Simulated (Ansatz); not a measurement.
CH₄BFOSi, SMILES `O=CB[SiH2]F` from Hartree–Fock to CCSD(T)

```xyz
9

O    -0.207    0.555   -1.953
C    -1.140    0.554   -1.157
B    -0.467   -0.560   -0.369
Si    0.873   -0.144    1.058
F     0.943    1.441    1.335
H    -2.004    1.226   -1.250
H    -0.714   -1.682   -0.697
H     0.471   -0.801    2.333
H     2.245   -0.589    0.702
```

Total charge 0; spin multiplicity 1. Geometry: relaxed with PBE0-D4/def2-TZVP. It is one conformer, not always the lowest. Frozen core, restricted reference, the Gaussian-basis code of Ansatz. CBS rows extrapolate triple and quadruple zeta; past MP2 they add the triple-zeta difference.

```json
{"basis": "def2-SVP", "HF (Eh)": "-527.83180", "MP2 corr.": "-0.67496"}
{"basis": "def2-TZVPP", "HF (Eh)": "-528.23393", "MP2 corr.": "-0.85586"}
{"basis": "def2-QZVPP", "HF (Eh)": "-528.25418", "MP2 corr.": "-0.92446"}
```

Task: Estimate the CCSD correlation energy and the (T) correction in each basis where they were run (hartree).

Result: 
| basis | CCSD corr. | (T) |
| --- | --- | --- |
| def2-SVP | -0.71480 | -0.02088 |
| def2-TZVPP | -0.88751 | -0.03502 |
| CBS(def2) | -1.00693 | as TZ |
